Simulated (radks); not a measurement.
Results of a calculation; reference values are marked as such.
Mo III, configuration [Kr] 4d3 7s1 (not the ground configuration). Code: a radial shooting solver on a logarithmic mesh with Libxc functionals. Model: Dirac Kohn-Sham, PBE, spin-unpolarised, spherical densities, finite nucleus; open shells fill j = l - 1/2 first; Fermi nuclear charge, rms radius 4.4091 fm. Some entries of the table are withheld. Estimate them.

| orbital | occ. | eigenvalue (hartree) | <1/r> (bohr^-1) | <r^2> (bohr^2) |
|---|---|---|---|---|
| 1s1/2 | 2 | -729.1634 | 43.55 | 0.001669 |
| 2s1/2 | 2 | -103.8878 | 9.913 | 0.02779 |
| 2p1/2 | 2 | (1) | (2) | 0.02099 |
| 2p3/2 | 4 | (3) | (4) | 0.02235 |
| 3s1/2 | 2 | -18.57118 | 3.391 | 0.2106 |
| 3p1/2 | 2 | -15.43916 | 3.290 | 0.2087 |
| 3p3/2 | 4 | -14.79421 | 3.176 | 0.2190 |
| 3d3/2 | 4 | -9.25930 | 2.987 | (5) |
| 3d5/2 | 6 | -9.13716 | 2.958 | (6) |
| 4s1/2 | 2 | -3.40548 | 1.245 | 1.362 |
| 4p1/2 | 2 | -2.50573 | 1.130 | 1.627 |
| 4p3/2 | 4 | -2.41096 | 1.098 | 1.704 |
| 4d3/2 | 3 | -1.08650 | 0.8188 | 3.043 |
| 4d5/2 | 0 | -1.07604 | 0.8119 | 3.089 |
| 7s1/2 | 1 | -0.21076 | 0.1411 | 99.58 |

Answer. 
(1) 2p1/2 eigenvalue (hartree): -95.65634
(2) 2p1/2 <1/r> (bohr^-1): 9.888
(3) 2p3/2 eigenvalue (hartree): -91.74047
(4) 2p3/2 <1/r> (bohr^-1): 9.415
(5) 3d3/2 <r^2> (bohr^2): 0.2053
(6) 3d5/2 <r^2> (bohr^2): 0.2087
